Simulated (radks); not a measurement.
The silicon anion Si4-, [Ar], held by a Watson sphere: a shell of charge +3.8 at radius R that stands for the Madelung well of a crystal (potential energy -3.8/R inside, -3.8/r outside, in hartree with lengths in bohr). All-electron calculation, scalar-relativistic Kohn-Sham, r2SCAN, spin-polarised, spherical densities, finite nucleus; meta-GGA in the generalised Kohn-Sham scheme; Fermi nuclear charge, rms radius of each element as measured or else 0.836 A^(1/3) + 0.57 fm. Program: a radial shooting solver on a logarithmic mesh with Libxc functionals.

R (bohr) = 2.31: e(2p) (eV) -92.661; e(3s) (eV) -13.105; e(3p) (eV) -6.043; <r> 3p (bohr) 2.585; sum of <r^2> (bohr^2) 60.51; X-ray form factor at sin(theta)/lambda = 0.2 1/angstrom 9.930
R (bohr) = 2.63: e(2p) (eV) -92.603; e(3s) (eV) -12.049; e(3p) (eV) -5.520; <r> 3p (bohr) 2.757; sum of <r^2> (bohr^2) 67.97; X-ray form factor at sin(theta)/lambda = 0.2 1/angstrom 9.697
R (bohr) = 3.03: e(2p) (eV) -92.844; e(3s) (eV) -10.929; e(3p) (eV) -4.888; <r> 3p (bohr) 2.975; sum of <r^2> (bohr^2) 78.01; X-ray form factor at sin(theta)/lambda = 0.2 1/angstrom 9.513
R (bohr) = 3.31: e(2p) (eV) -93.055; e(3s) (eV) -10.273; e(3p) (eV) -4.478; <r> 3p (bohr) 3.128; sum of <r^2> (bohr^2) 85.47; X-ray form factor at sin(theta)/lambda = 0.2 1/angstrom 9.444
R (bohr) = 3.37: e(2p) (eV) -93.099; e(3s) (eV) -10.145; e(3p) (eV) -4.395; <r> 3p (bohr) 3.161; sum of <r^2> (bohr^2) 87.12; X-ray form factor at sin(theta)/lambda = 0.2 1/angstrom 9.434
R (bohr) = 3.56: e(2p) (eV) -93.231; e(3s) (eV) -9.770; e(3p) (eV) -4.142; <r> 3p (bohr) 3.266; sum of <r^2> (bohr^2) 92.44; X-ray form factor at sin(theta)/lambda = 0.2 1/angstrom 9.415
R (bohr) = 4.12: e(2p) (eV) -93.542; e(3s) (eV) -8.895; e(3p) (eV) -3.496; <r> 3p (bohr) 3.582; sum of <r^2> (bohr^2) 109.2; X-ray form factor at sin(theta)/lambda = 0.2 1/angstrom 9.425
R (bohr) = 4.64: e(2p) (eV) -93.734; e(3s) (eV) -8.344; e(3p) (eV) -3.024; <r> 3p (bohr) 3.882; sum of <r^2> (bohr^2) 126.3; X-ray form factor at sin(theta)/lambda = 0.2 1/angstrom 9.477
